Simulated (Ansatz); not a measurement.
Ansatz (an electronic-structure program) input (PBE/def2-TZVPD):

Ansatz 0.2 input:
```yaml
crystal:
  periodic: [false, false, false]
  atoms:
    - {symbol: B, position_ang: [0.03941277, 0.01004859, -0.00369542]}
    - {symbol: N, position_ang: [1.49189406, 0.09399543, -0.17175893]}
    - {symbol: N, position_ang: [-0.60221362, -1.24190760, 0.22271853]}
    - {symbol: N, position_ang: [-0.69452148, 1.21605428, -0.13536449]}
    - {symbol: H, position_ang: [2.01071924, -0.43233212, 0.53387136]}
    - {symbol: H, position_ang: [-0.08397302, -2.10029770, 0.28301268]}
    - {symbol: H, position_ang: [-1.58549939, -1.38622622, 0.06654916]}
    - {symbol: H, position_ang: [-0.23121413, 2.08236150, -0.34444368]}
    - {symbol: H, position_ang: [-1.67320935, 1.30925674, 0.07032175]}
basis:
  gaussian:
    orbitals: def2-TZVPD
hamiltonian:
  xc: {name: PBE}
magnetization: {spin_polarized: true, initial_magnetization: 1}
output: {forces: true}
```

End of the output:

```
integrals: 0.08 GiB planned
957 factors; their error is unknown
mean field: 0.95 GiB planned
mean field evaluation 1: about -5206.9847 eV, gradient 6.8e1 eV
mean field evaluation 2: about -5135.2159 eV, gradient 1.2e2 eV
mean field evaluation 4: about -5217.7499 eV, gradient 3.6e1 eV
mean field evaluation 8: about -5224.5158 eV, gradient 3.8e-1 eV
mean field evaluation 16: about -5224.5053 eV, gradient 5.1e-3 eV
mean field evaluation 32: about -5224.2060 eV, gradient 8.4e0 eV
mean field -5224.50529770 eV, -191.9970283937 hartree, gradient 4.7e-5 eV, S^2 0.753211; 2 other end points of the search recorded, 0 dependent functions left out
the calculation of the forces begins
reference -5224.50534357 eV, -191.9970300791 hartree; 16, 15 occupied and 177, 178 virtual orbitals, 957 factors
Total energy: -5224.50534357 eV, -191.9970300791 hartree
Atom 0 at     0.039413     0.010049    -0.003695 Å, force     0.331110    -0.037010     0.025041 eV/Å
Atom 1 at     1.491894     0.093995    -0.171759 Å, force    -0.140541     0.251468    -0.235025 eV/Å
Atom 2 at    -0.602214    -1.241908     0.222719 Å, force     0.003937     0.086120     0.106567 eV/Å
Atom 3 at    -0.694521     1.216054    -0.135364 Å, force    -0.001799    -0.062927    -0.075243 eV/Å
Atom 4 at     2.010719    -0.432332     0.533871 Å, force     0.181618    -0.220368     0.215079 eV/Å
Atom 5 at    -0.083973    -2.100298     0.283013 Å, force     0.186095    -0.306656     0.031017 eV/Å
Atom 6 at    -1.585499    -1.386226     0.066549 Å, force    -0.370953    -0.080259    -0.081853 eV/Å
Atom 7 at    -0.231214     2.082362    -0.344444 Å, force     0.168805     0.314394    -0.075112 eV/Å
Atom 8 at    -1.673209     1.309257     0.070322 Å, force    -0.358272     0.055239     0.089529 eV/Å
Dipole moment:    -0.393322    -0.160997     0.199877 e Å
```

It need not be the lowest isomer of its formula.
